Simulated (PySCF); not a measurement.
## How methods differ on the ionisation energy of Ho²⁺

Ho²⁺ [Xe] 4f11 (high-spin determinant) → Ho³⁺ [Xe] 4f10 (high-spin determinant), as a difference of total energies. Computed with PySCF 2.14 in ANO-RCC-VTZP (8s7p5d3f2g1h, 104 functions), with scalar relativity by spin-free X2C-1e. Correlated levels: valence: [Kr] 4d10 frozen; valence and next inner shell: [Ar] 3d10 frozen. The calculations carry no spin-orbit coupling.

```
                                method  ionisation energy (eV)  difference from reference (eV)
                                   UHF                  18.549                          -4.241
                         MP2 (valence)                  23.645                          +0.855
                     SCS-MP2 (valence)                  23.154                          +0.364
    MP2 (valence and next inner shell)                  24.193                          +1.403
SCS-MP2 (valence and next inner shell)                  23.512                          +0.722
```

Reference: 22.79 ± 0.03 eV (semi-empirical (NIST evaluation); NIST Atomic Spectra Database, ionization energies).

The reference lies between the lowest fine-structure levels, while these numbers refer to the centres of the terms.

Errors of the correlated levels include the incompleteness of this basis and the frozen core.

The determinant of Ho²⁺ and of Ho³⁺ mixes LS terms, which raises its energy above the lowest term, most at the Hartree-Fock and MP2 levels.
